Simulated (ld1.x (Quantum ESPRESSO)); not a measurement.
# Ranking TM semilocal potentials for Au (Z = 79)

All share these settings but for the change named:

ld1.x (Quantum ESPRESSO) 7.5 input, shortened:

```
&input
   title='Au', zed=79., rel=1, dft='PBE', iswitch=3,
   config='[Xe] 4f14 5d9.5 6s0 6p0'
 /
 &inputp
   pseudotype=1, tm=.true., lloc=0,
   nlcc=.false.
 /
3
5P  2  1   6.00   0.00  1.45  1.45  0.0
5D  3  2   9.50   0.00  2.20  2.20  0.0
6S  1  0   0.00   0.00  1.95  1.95  0.0
 &test
   configts(1)='5p6 5d9.5 6s0 6p0'
 /
```

Cutoff: the first of the cutoffs (Ry, on a coarse ladder) from which the occupation-weighted sum of valence levels, in a spherical-Bessel basis at the reference potential, stays within 10 and 1 mRy of its value at 400 Ry; the density cutoff is not measured.

The base gives 70 Ry.

Of 6 variants that were run, those that failed, showed a ghost or another fault, or gave nearly equal values are left out.

In the semilocal form every listed channel keeps its own potential, so the choice of the local channel does not act on these tests. It acts once the file is put into the separable form.

A variant can come out equal or close to the base.

(1) Rank these variants from softest to hardest (loose cutoff).
A. core [Xe] 4f14, valence charge 11; reference 5d10 6s0.75 6p0.25; waves now 6s (bound): rc 2.00 bohr; 5d (bound): rc 1.50 bohr; 6p (bound): rc 3.40 bohr; local potential the p channel
B. reference 5p6 5d10 6s1 6p0
C. wave 5p (bound): rc 1.45 bohr becomes 5p (bound): rc 1.58 bohr

Results:

(1) A (45 Ry), C (55 Ry), B (70 Ry).
